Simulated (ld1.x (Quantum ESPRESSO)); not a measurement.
Transferability test, TM potential for Fe (Z = 26)

```
Element                 : iron
Generator               : ld1.x (Quantum ESPRESSO) 7.5
Type                    : norm-conserving Troullier–Martins (Kleinman–Bylander form)
Functional              : LDA (PZ)
Relativity              : scalar-relativistic
Frozen core             : [Ar]
Valence charge          : 8
Reference configuration : 3d6.5 4s1.5 4p0
Partial waves           : 4s (bound): rc 2.30 bohr; 3d (bound): rc 1.50 bohr; 4p (bound, empty): rc 2.95 bohr
Local potential         : the p channel
Core correction         : a·sin(br)/r model core inside 0.85 bohr
```

Energies are relative to the spin-unpolarised reference configuration 3d6.5 4s1.5 4p0; without spin polarisation the order of configurations can differ from experiment. Spin-polarised rows fill each open shell by Hund’s rule, majority spin first. Not all tests gave a result: 2 of 9 tests not solved or not reliable.

| valence configuration | charge | ΔE all-electron (eV) | error AE − PS (meV) |
| --- | --- | --- | --- |
| 3d6 4s2 4p0 | 0 | 0.749 | -96 |
| 3d6 4s1 4p0 | +1 | 9.730 | -109 |
| 3d6 4s0 4p0 | +2 | 26.222 | -99 |
| 3d5 4s0 4p0 | +3 | 60.751 | -1026 |
| 3d7 4s0 4p0 | +1 | 7.608 | -122 |
| 3d6 4s0 4p2 | 0 | 9.362 | -91 |
| 3d6.5 4s1.5 4p0 (spin-polarised) | 0 | -2.654 | +159 |

Levels in the configuration 3d6 4s2 4p0:

| level | all-electron (eV) | pseudo (eV) |
| --- | --- | --- |
| 3d | -7.750 | -8.176 |
| 4s | -5.489 | -5.492 |

These tests converged, but a pseudo level misses the all-electron one widely, so the file describes the atom poorly there or has found another state: 3d5 4s0 4p0: empty 4s by 3.4 eV (a node warning on the way).

Note: ghost state, extra bound levels that the all-electron valence spectrum of the same l lacks: s at -33.9 eV. A true bound ghost makes a file unfit for plane-wave use.
